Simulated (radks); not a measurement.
Values are calculated unless marked as measured or tabulated.
Problem. All-electron atom: neutral praseodymium in [Xe] 4f3 6s1 7s1 (not the ground configuration). Level of theory: scalar-relativistic Kohn-Sham, LDA (Slater exchange, Perdew-Wang correlation), spin-polarised, spherical densities, finite nucleus; open shells are filled with parallel spins first (spin-orbit coupling, left out, can overturn this in heavy ions); Fermi nuclear charge, rms radius 4.8919 fm (a radial shooting solver on a logarithmic mesh with Libxc functionals). Some entries of the table are withheld. Estimate them.

orbital  occ.  eigenvalue (eV)  <r> (bohr)  r(max) (bohr)
1s up       1        -41772.48     0.02411        0.01543
1s down     1        -41772.47     0.02411        0.01543
2s up       1        -6723.521      0.1031        0.08733
2s down     1        -6723.495      0.1031        0.08733
2p up       3        -6019.785     0.09058        0.07029
2p down     3        -6019.766     0.09058        0.07029
3s up       1        -1452.319      0.2728         0.2494
3s down     1        -1451.554      0.2727         0.2493
3p up       3        -1229.338      0.2708         0.2441
3p down     3        -1228.580      0.2707         0.2440
3d up       5        -915.2405      0.2477         0.2004
3d down     5        -914.6416      0.2476         0.2003
4s up       1        -291.1753      0.6230         0.5791
4s down     1        -289.1449      0.6228         0.5789
4p up       3        -218.2767      0.6600         0.6046
4p down     3        -216.2313      0.6598         0.6043
4d up       5        -113.9635      0.7280         0.6358
4d down     5        -111.9102      0.7280         0.6354
5s up       1         -42.5828       1.502          1.347
5s down     1         -41.1898       1.511          1.353
5p up       3         -24.8903       1.760          1.528
5p down     3         -23.7280       1.772          1.538
6s up       1          -5.8332       4.093          3.579
4f up       3          -4.9406       1.161         0.6929
6s down     0          -4.9177       4.194          3.613
4f down     0          -3.1495       1.210         0.6942
7s up       1              (1)       10.17          9.539
7s down     0              (2)       10.99          10.16

Solution. 
(1) 7s up eigenvalue (eV): -1.3347
(2) 7s down eigenvalue (eV): -0.9753
